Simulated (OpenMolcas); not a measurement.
OpenMolcas run: Ir IV

Input:

```
&GATEWAY
Coord
1

Ir 0.0 0.0 0.0
Basis=ANO-RCC-VTZP
Group=XYZ
NoMove
AngMom=0.0 0.0 0.0
AMFI
&SEWARD
* reference wave functions (RASSCF and RASSI steps not shown): 6 electrons in 5 orbitals (5d)
>>> COPY JOB001 $Project.JobIph
&CASPT2
Multistate=5 1 2 3 4 5
Frozen=14 16
IPEA=0.0
Imaginary=0.1
MaxIter=60
WThr=0.0 0.3 0.05
PrWF=0.5
NoMix
>>> COPY JOB002 $Project.JobIph
&CASPT2
Multistate=45 1 2 3 4 5 6 7 8 9 10 11 12 13 14 15 16 17 18 19 20 21 22
23 24 25 26 27 28 29 30 31 32 33 34 35 36 37 38 39 40 41 42 43 44 45
Frozen=14 16
IPEA=0.0
Imaginary=0.1
MaxIter=60
WThr=0.0 0.3 0.05
PrWF=0.5
NoMix
>>> COPY JOB003 $Project.JobIph
&CASPT2
Multistate=50 1 2 3 4 5 6 7 8 9 10 11 12 13 14 15 16 17 18 19 20 21 22
23 24 25 26 27 28 29 30 31 32 33 34 35 36 37 38 39 40 41 42 43 44 45 46
47 48 49 50
Frozen=14 16
IPEA=0.0
Imaginary=0.1
MaxIter=60
WThr=0.0 0.3 0.05
PrWF=0.5
NoMix
```

Launched by
```bash
OMP_NUM_THREADS=1 MOLCAS_MEM=1689 MOLCAS_PROJECT=a pymolcas a.inp > a.log  # once for each step of the input, in one work folder
```

Output, cut to the results:

```
--- CASPT2 ---
Orbital specifications:
      -----------------------

      Symmetry species                           1   2
                                                ag  au
      Frozen orbitals                           14  16
      Inactive orbitals                          1   3
      Active orbitals                            5   0
      Secondary orbitals                        22  23
      Deleted orbitals                           0   0
      Number of basis functions                 42  42
Type of calculation                        MS-CASPT2
      Fock operator                              state-specific
      IPEA shift                                 0.00
      Real shift                                 0.00
      Imaginary shift                            0.10
      The input orbitals will be transformed to quasi-canonical
Reference energy:      -17808.7795742051
      E2 (Non-variational):      -0.3467558324
      Shift correction:          -0.0001694466
      E2 (Variational):          -0.3469252790
      Total energy:          -17809.1264994840
      Residual norm:              0.0000003555
      Reference weight:           0.94062
      Contributions to the CASPT2 correlation energy
      Active & Virtual Only:         -0.1001306682
      One Inactive Excited:          -0.1666215962
      Two Inactive Excited:          -0.0800035680
Reference energy:      -17808.7795742051
      E2 (Non-variational):      -0.3467997853
      Shift correction:          -0.0001781111
      E2 (Variational):          -0.3469778965
      Total energy:          -17809.1265521015
      Residual norm:              0.0000004280
      Reference weight:           0.94041
      Contributions to the CASPT2 correlation energy
      Active & Virtual Only:         -0.1001770412
      One Inactive Excited:          -0.1666190958
      Two Inactive Excited:          -0.0800036483
::    CASPT2 Root  1     Total energy: -17809.12649948
::    CASPT2 Root  2     Total energy: -17809.12655210
::    CASPT2 Root  3     Total energy: -17809.12654990
::    CASPT2 Root  4     Total energy: -17809.12652351
::    CASPT2 Root  5     Total energy: -17809.12654976
::    MS-CASPT2 Root  1     Total energy: -17809.12656098
::    MS-CASPT2 Root  2     Total energy: -17809.12655491
::    MS-CASPT2 Root  3     Total energy: -17809.12654912
::    MS-CASPT2 Root  4     Total energy: -17809.12654096
::    MS-CASPT2 Root  5     Total energy: -17809.12646879
--- CASPT2 ---
Orbital specifications:
      -----------------------

      Symmetry species                           1   2
                                                ag  au
      Frozen orbitals                           14  16
      Inactive orbitals                          1   3
      Active orbitals                            5   0
      Secondary orbitals                        22  23
      Deleted orbitals                           0   0
      Number of basis functions                 42  42
Type of calculation                        MS-CASPT2
      Fock operator                              state-specific
      IPEA shift                                 0.00
      Real shift                                 0.00
      Imaginary shift                            0.10
      The input orbitals will be transformed to quasi-canonical
Reference energy:      -17808.6982568322
      E2 (Non-variational):      -0.3566448210
      Shift correction:          -0.0001614992
      E2 (Variational):          -0.3568063202
      Total energy:          -17809.0550631524
      Residual norm:              0.0000000416
      Reference weight:           0.93852
      Contributions to the CASPT2 correlation energy
      Active & Virtual Only:         -0.1048178370
      One Inactive Excited:          -0.1746094377
      Two Inactive Excited:          -0.0772175463
Reference energy:      -17808.6982568322
      E2 (Non-variational):      -0.3566824482
      Shift correction:          -0.0001616336
      E2 (Variational):          -0.3568440819
      Total energy:          -17809.0551009141
      Residual norm:              0.0000000317
      Reference weight:           0.93850
      Contributions to the CASPT2 correlation energy
      Active & Virtual Only:         -0.1048414822
      One Inactive Excited:          -0.1746241928
      Two Inactive Excited:          -0.0772167732
::    CASPT2 Root  1     Total energy: -17809.05506315
::    CASPT2 Root  2     Total energy: -17809.05510091
::    CASPT2 Root  3     Total energy: -17809.05504303
::    CASPT2 Root  4     Total energy: -17809.05499948
::    CASPT2 Root  5     Total energy: -17809.05509266
::    CASPT2 Root  6     Total energy: -17809.05502866
::    CASPT2 Root  7     Total energy: -17809.05510750
::    CASPT2 Root  8     Total energy: -17809.05498141
::    CASPT2 Root  9     Total energy: -17809.05511171
::    CASPT2 Root 10     Total energy: -17809.05499200
::    CASPT2 Root 11     Total energy: -17809.05506522
::    CASPT2 Root 12     Total energy: -17809.05242978
::    CASPT2 Root 13     Total energy: -17809.05242978
::    CASPT2 Root 14     Total energy: -17809.05242978
::    CASPT2 Root 15     Total energy: -17809.05047631
::    CASPT2 Root 16     Total energy: -17809.05037751
::    CASPT2 Root 17     Total energy: -17809.05033306
::    CASPT2 Root 18     Total energy: -17809.05064151
::    CASPT2 Root 19     Total energy: -17809.05035976
::    CASPT2 Root 20     Total energy: -17809.05051400
::    CASPT2 Root 21     Total energy: -17809.05028726
::    CASPT2 Root 22     Total energy: -17809.04401984
::    CASPT2 Root 23     Total energy: -17809.04388280
::    CASPT2 Root 24     Total energy: -17809.04388941
::    CASPT2 Root 25     Total energy: -17809.04380281
::    CASPT2 Root 26     Total energy: -17809.04391829
::    CASPT2 Root 27     Total energy: -17809.04363299
::    CASPT2 Root 28     Total energy: -17809.04384782
::    CASPT2 Root 29     Total energy: -17809.04364446
...
```

Levels above the lowest, from the spin-orbit matrix with the single-state CASPT2 energies, averaged by term, on its diagonal:

```csv
Configuration,Term,J,E (eV),g,Term weight %,Second
5d6,5D,4,0.0000,1.447,81,15 3F(1)
5d6,5D,2,0.671,1.448,60,28 3P(1)
5d6,5D,3,0.767,1.471,91,6 3F(1)
5d6,5D,1,1.121,1.465,81,14 3P(1)
5d6,5D,0,1.137,,75,16 3P(1)
5d6,3H,4,1.845,1.070,24,24 3G
5d6,3G,5,2.334,1.122,53,47 3H
5d6,3H,6,2.420,1.142,85,15 1I
5d6,3P(1),2,2.438,1.412,42,39 5D
5d6,3F(1),3,2.695,1.007,50,33 3G
5d6,3F(1),2,2.838,0.798,73,14 1D(1)
5d6,1S(1),0,3.185,,61,20 5D
5d6,3H,4,3.277,1.000,56,34 3F(1)
5d6,3D,1,3.397,0.748,75,9 3P(1)
5d6,3D,2,3.522,1.188,67,19 3P(1)
5d6,3G,4,3.575,1.075,62,16 1G(1)
5d6,3H,5,3.634,1.112,53,47 3G
5d6,3D,3,3.731,1.285,76,8 3F(1)
5d6,3G,3,3.944,0.902,55,36 3F(1)
5d6,1I,6,4.278,1.025,85,15 3H
5d6,3P(2),0,4.349,,80,18 3P(1)
5d6,3P(1),1,4.359,1.319,73,18 3D
5d6,1F,3,4.588,1.019,63,33 3F(2)
5d6,1G(1),4,4.858,1.023,58,17 3F(1)
```

CASPT2 does not keep the components of a term degenerate, so their means are used; among the terms shown or strongly mixed into the levels shown the widest spread is 420 cm-1 (5d6 1I). The CASPT2 spread within a term exceeds the gap to the next term for 5d6 1G(1) and 5d6 1I, so the order of their levels is uncertain. Levels of configurations outside the active space are missing. The table shows the lowest 24 of 34 levels.

The CASPT2 steps took 28 s on 1 thread of Arm Neoverse V1, with other jobs on the host; the integral step is not counted.

The term weight is that of the spin-free term in the level, not the purity of its configuration. A number in round brackets counts repeated terms of one configuration in the order of the reference energies.
